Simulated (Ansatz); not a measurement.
Zirconium tetrachloride + `C[NH][SnH2][SiH3]` → `C[NH][Zr]([Cl])([Cl])[Cl]` + `[SiH3][SnH2][Cl]`  (redistribution)

Computed with Ansatz on PBE0-D4/def2-TZVP structures; ΔE is electronic, products minus reactants. CCSD(T)/CBS is the MP2 limit (def2-TZVPP, def2-QZVPP) plus CCSD(T) − MP2 in def2-TZVPP, frozen cores. Elements past krypton have def2 core potentials. For Sn, Zr outer-core shells are correlated without core-valence functions, which leaves a few kJ/mol of doubt a bond. Each species was taken in one conformer, which may not be the lowest.

`[Cl][Zr]([Cl])([Cl])[Cl]`:

Z-matrix (Å, degrees):
```
Zr
Cl 1 2.316
Cl 1 2.316 2 109.5
Cl 1 2.316 2 109.5 3 120.0
Cl 1 2.316 2 109.5 3 -120.0
```

`C[NH][SnH2][SiH3]`:

Cartesian coordinates in Å:
```
C -0.501 -0.220 1.985
N 0.815 -0.067 1.392
Sn 0.940 0.825 -0.433
Si -0.528 -0.343 -2.200
H -0.412 -0.569 3.019
H -1.002 0.752 2.024
H -1.175 -0.913 1.459
H 1.329 -0.937 1.426
H 2.598 0.787 -0.847
H 0.417 2.432 -0.170
H -1.942 -0.391 -1.739
H -0.058 -1.738 -2.417
H -0.481 0.382 -3.499
```

`C[NH][Zr]([Cl])([Cl])[Cl]`:

Z-matrix (Å, degrees):
```
Zr
N 1 1.982
C 1 3.047 2 23.1
Cl 1 2.338 2 107.0 3 180.0
Cl 1 2.347 2 106.7 3 -58.0
Cl 1 2.347 2 106.7 3 57.9
H 1 2.670 2 18.6 3 180.0
H 3 1.094 1 77.7 2 -180.0
H 3 1.095 1 123.5 2 77.4
H 3 1.095 1 123.5 2 -77.4
```

`[SiH3][SnH2][Cl]`:

```xyz
8

Si   -1.170    0.354    0.599
Sn    1.005   -0.516   -0.435
Cl    1.867    1.291   -1.658
H    -1.804   -0.722    1.405
H    -2.088    0.769   -0.490
H    -0.857    1.512    1.472
H     2.231   -0.917    0.682
H     0.816   -1.771   -1.575
```

| species | HF/def2-TZVPP energy (Eh) |
| --- | --- |
| `[Cl][Zr]([Cl])([Cl])[Cl]` | -1884.92576 |
| `C[NH][SnH2][SiH3]` | -599.86264 |
| `C[NH][Zr]([Cl])([Cl])[Cl]` | -1520.04998 |
| `[SiH3][SnH2][Cl]` | -964.75435 |

(1) Work out ΔE.

Largest T1 diagnostic among the species: 0.015.

## Answers

(1) ΔE = (-1520.04998) + (-964.75435) − (-1884.92576) − (-599.86264) = -0.01593 Eh = -41.8 kJ/mol. CCSD(T)/CBS gives -30.5 kJ/mol.

From PBE to PBE0 (25 % exact exchange), in def2-TZVPP and without D4, ΔE moves by −3.4 kJ/mol. In def2-TZVPP, CCSD(T) changes the Hartree–Fock value by +12.3 kJ/mol (the triples alone add +3.4 kJ/mol) and MP2 by +12.4 kJ/mol.
